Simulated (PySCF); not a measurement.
PySCF job for C₃H₄O₂Si, SMILES [SiH2](C(=O)O)C#C, B3LYP/pcSseg-1. Coordinates come from a PBE0-D3(BJ)/def2-SVP optimisation. This is a generated structure with no PubChem entry under its InChIKey; it may be hypothetical. One conformer was computed; it need not be the lowest.

```python
import numpy as np
from pyscf import gto, scf, dft
from pyscf.prop.nmr import rks as nmr

mol = gto.M(
    atom='''
    C    -0.64594988   -2.88285478    0.00000000
    C    -0.00016351   -1.85181757    0.00000000
    Si    0.96489019   -0.29984664   -0.00000000
    C    -0.15701414    1.26593442    0.00000000
    O     0.32598489    2.36891936    0.00000000
    O    -1.47416533    1.04450952   -0.00000000
    H    -1.21992705   -3.79288122    0.00000001
    H     1.81073215   -0.21093848    1.22113284
    H     1.81073215   -0.21093848   -1.22113284
    H    -1.90579128    1.91760769   -0.00000000
    ''',
    basis='pcSseg-1',
    charge=0,
    spin=0,
    max_memory=1600,
    verbose=3,
)
mf = dft.RKS(mol, xc='b3lyp')
mf.grids.level = 3
mf.conv_tol = 1e-10
mf.max_cycle = 100
mf.kernel()
n = nmr.NMR(mf)
n.verbose = 2
n.max_cycle_cphf = 60
sigma = n.kernel()
print('atom   isotropic/ppm   span/ppm')
for i, s in enumerate(sigma):
    w = np.linalg.eigvalsh((s + s.T) / 2)
    print(f'{mol.atom_symbol(i):2s}{i + 1:3d} {w.mean():14.3f} {w[2] - w[0]:11.3f}')
```

It prints:

```
converged SCF energy = -556.607314674191
atom   isotropic/ppm   span/ppm
C   1         75.072     256.164
C   2         98.985     287.772
Si  3        427.924      37.199
C   4         -2.780     179.860
O   5       -177.753     724.855
O   6         85.328     326.439
H   7         28.993      14.116
H   8         27.042       7.840
H   9         27.042       7.840
H  10         25.080      13.137
```

Self-consistency was reached.
